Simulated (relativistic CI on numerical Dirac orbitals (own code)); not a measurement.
Cu2+: 2p photoemission

Computed with this model: Dirac-Coulomb-Breit CI, orbitals from a KLI potential per configuration, model QED (radiative potential, 1s self-energy scaled to tabulated hydrogen-like ionisation energies), valence Slater integrals scaled by 0.8, multiplet model of photoemission in the sudden approximation; configurations [Ar] 3d9 → [He] 2s2 2p5 3s2 3p6 3d9; 300 K; Lorentzian 0.7 eV and Gaussian 0.6 eV FWHM. Energies are those of the free ion, without screening or charge transfer. The energies are binding energies and can lie tens of eV above those of solids. S is read from ⟨S²⟩ = S(S + 1).

Field parameters in Wybourne normalisation: Oh B⁴₀ = 21Dq, B⁴₄ = √(5/14) B⁴₀; Td as Oh with Dq negative (B⁴₀ = 21Dq, B⁴₄ = √(5/14) B⁴₀). The field is a parameter set, without covalency.

free ion: ground-state S = 0.50, centroid 975.74 eV. Peaks (eV, height): 967.8 (100), 970.9 (50), 989.6 (77).

Oh, 10Dq = 22800 cm⁻¹: ground-state S = 0.50, centroid 975.77 eV. Peaks (eV, height): 968.3 (100), 970.8 (28), 988.7 (41), 989.9 (29).

Td, 10Dq = -6050 cm⁻¹: ground-state S = 0.50, centroid 975.74 eV. Peaks (eV, height): 967.9 (100), 971.0 (44), 989.5 (70).

Strongest unbroadened transitions for free ion:

```
Energy (eV)  Relative strength
     967.71              100.0
     967.83               33.6
     968.62               39.3
     969.39               21.9
     969.87                1.4
     970.81               39.1
     971.09               31.8
     988.22                0.0
     989.25               55.5
     989.77               77.2
     990.69                0.1
```
